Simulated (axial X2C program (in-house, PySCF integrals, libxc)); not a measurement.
**NiH: from Re and ωe to a spectrum**

A bond curve at the PBE0 level, two-component, was computed with an in-house relativistic program for diatomic molecules (basis Ni dyall-v3z [9s9p6d3f2g], H dyall-v3z [6s2p1d] (cores contracted in-house)) for the state Ω = 5/2 (⟨Sz⟩ = 0.50, ⟨Lz⟩ = 2.00 at PBE0). Its fit gives Re = 1.4546 Å, ωe = 1997.3 cm⁻¹, ωexe = 34.8 cm⁻¹ and αe = 2.421e-01 cm⁻¹; the masses are 57.9353 and 1.0078 u. Two-component means X2C with spin–orbit coupling and atomic mean-field Coulomb and Gaunt terms.

(1) Find the reduced mass, Be and the force constant.

(2) The dipole moment p changes by 1.31 D/Å at Re. What harmonic infrared intensity follows?

(3) Estimate the centrifugal constant by the Kratzer relation.

(4) Scale the constants to the deuteride (D 2.0141 u) within the Born–Oppenheimer picture.

(5) Where do the fundamental and the first overtone lie?

The state is a single determinant with fixed occupations, the lowest that a limited PBE0 search found. Density functionals use the spin component along the axis (collinear). PBE0 can misorder states that lie within some tenths of an eV, so this need not be the ground state of the molecule. The nearest other 2c determinant of the search, Ω = 3/2, lies 0.14 eV up at the distance of the search. Without a current term, density functionals place determinants with orbital angular momentum somewhat too high.

Answers

(1) From the PBE0 values: μ = 0.9906 u. Be = 16.8576/(μ Re²) = 8.043 cm⁻¹. k = 5.8918×10⁻⁷ μ ωe² = 2.33 mdyn/Å.

(2) I = 42.256 × (dp/dR)²/μ = 73 km/mol.

(3) D = 4Be³/ωe² = 5.22e-04 cm⁻¹.

(4) ρ = √(μH/μD) = 0.7134; ωe = 1424.8, ωexe = 17.7, Be = 4.093 cm⁻¹; the zero-point energy falls by 282 cm⁻¹.

(5) ν(1←0) = ωe − 2ωexe = 1927.7 cm⁻¹; ν(2←0) = 2ωe − 6ωexe = 3785.8 cm⁻¹.
